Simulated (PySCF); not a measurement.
# Adding and removing an electron: HI

PBE; basis H aug-cc-pVDZ, I aug-cc-pVDZ-PP with ECP28; scalar-relativistic core potentials; PySCF 2.14. Neutral (UKS): singlet (closed shell), Re = 1.635 Å, ωe = 2247 cm⁻¹, De = 3.40 eV, HOMO -6.76 eV, LUMO -1.95 eV.

HI⁻ (UKS): doublet (σ ↑), Re = 2.252 Å, ωe = 535 cm⁻¹, De = 0.35 eV to H + I⁻. The energies at the minima are -296.28662 hartree for HI and -296.29570 for HI⁻.

(1) Work out the adiabatic electron affinity, without and with harmonic zero-point energies (1 hartree = 27.2114 eV, 1 eV = 8065.5 cm⁻¹), and the change of the bond length.

Weak bonds: HI⁻. Basis-set superposition, not corrected here, can be much of De in a small basis, most of all at correlated wavefunction levels. These are scalar-relativistic numbers at best; spin–orbit coupling would shift them, the dissociation energy most. For an ion De counts to the pair picked by the measured ionisation energies or electron affinities, which need not be the lowest pair at this level. The highest Kohn–Sham level is positive in this anion. Much of that is self-interaction error, but it also means that the finite basis helps to hold the extra electron. States were picked by a PBE0 search and need not be the measured ground states.

Answers

(1) At PBE: 0.00908 hartree = 0.247 eV between the minima; the zero-point term (2247.0 − 535.0)/2 cm⁻¹ = +0.106 eV makes it 0.353 eV. Re changes by +61.7 pm against the neutral. The electron enters a σ orbital, and the ion is left as a loose complex of an ion and an atom.
